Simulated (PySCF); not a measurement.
## Electronic absorption of C5H11NOSi2

Compound: C5H11NOSi2.
SMILES: `C#C[Si@@H]1CC[Si@H](NC)O1`

Computed, not measured: TDDFT CAM-B3LYP/def2-SVPD, vertical, gas phase, core orbitals frozen in the response (PySCF). The structure is a single PBE0-D3(BJ)/def2-SVP conformer in the gas phase; no vibrational or solvent corrections.

| state | E (eV) | λ (nm) | ν̃ (cm⁻¹) | f | \|μ\| (D) | main configurations (H = HOMO, L = LUMO) |
| --- | --- | --- | --- | --- | --- | --- |
| S1 | 5.82 | 213.0 | 46940 | 0.0008 | 0.19 | H-1→L (56%), H-4→L (9%), H-2→L (9%) |
| S2 | 6.09 | 203.7 | 49090 | 0.0012 | 0.23 | H→L+2 (50%), H→L+1 (28%) |
| S3 | 6.19 | 200.2 | 49950 | 0.0009 | 0.19 | H-2→L (42%), H-1→L+1 (13%), H-1→L+2 (9%) |
| S4 | 6.29 | 197.0 | 50760 | 0.0009 | 0.20 | H-2→L+1 (34%), H-2→L+2 (24%), H-2→L+3 (8%) |
| S5 | 6.46 | 192.0 | 52070 | 0.0031 | 0.36 | H→L (46%), H→L+5 (22%), H→L+3 (10%) |
| S6 | 6.97 | 177.8 | 56240 | 0.0056 | 0.46 | H→L (36%), H→L+4 (19%), H→L+5 (16%) |
| S7 | 7.20 | 172.2 | 58060 | 0.020 | 0.85 | H→L+1 (49%), H→L+4 (21%) |
| S8 | 7.32 | 169.5 | 59010 | 0.054 | 1.40 | H→L+2 (29%), H→L+8 (25%), H→L+5 (16%) |
| S9 | 7.43 | 166.9 | 59930 | 0.040 | 1.20 | H-4→L (56%), H-1→L (24%) |
| S10 | 7.67 | 161.6 | 61880 | 0.010 | 0.60 | H→L+6 (46%), H→L+8 (12%), H→L+4 (11%) |

Triplets, Tamm–Dancoff:

| state | E (eV) | λ (nm) | main configurations (H = HOMO, L = LUMO) |
| --- | --- | --- | --- |
| T1 | 4.87 | 254.7 | H-2→L (41%), H-1→L+1 (10%) |
| T2 | 5.29 | 234.3 | H-1→L (39%), H-2→L (10%), H-2→L+1 (8%) |
| T3 | 5.35 | 231.7 | H-2→L (26%), H-1→L+1 (16%), H-1→L+2 (12%) |
| T4 | 5.88 | 210.9 | H→L+2 (45%), H→L+1 (26%), H→L+4 (11%) |

The lowest singlet comes at 213 nm (561 kJ/mol) in the ultraviolet; it is very weak; its leading configuration is HOMO-1→LUMO (56%). The strongest level in the table is S8 at 7.32 eV (169 nm, f = 0.054). Löwdin shares by element: HOMO nitrogen 54%, carbon 11% or more, silicon 10% or more, hydrogen 5% or more (atoms not listed hold the other 21%); LUMO carbon 48% or more, silicon 20% or more, oxygen 7% (atoms not listed hold the other 24%). Weighted by f, the mean energy of these states is 7.29 eV. Orbital energies (eV): HOMO-3 -9.97, HOMO-2 -9.67, HOMO-1 -9.27, HOMO -8.13, LUMO 0.75, LUMO+1 1.10, LUMO+2 1.27. Of the 10 states listed, 4 reach f = 0.01 and none stays under 0.0005. The vertical ionisation energy (ΔSCF) is 8.82 eV, 1.15 eV above S10. Singlets were solved by full linear response, triplets in the Tamm–Dancoff approximation.
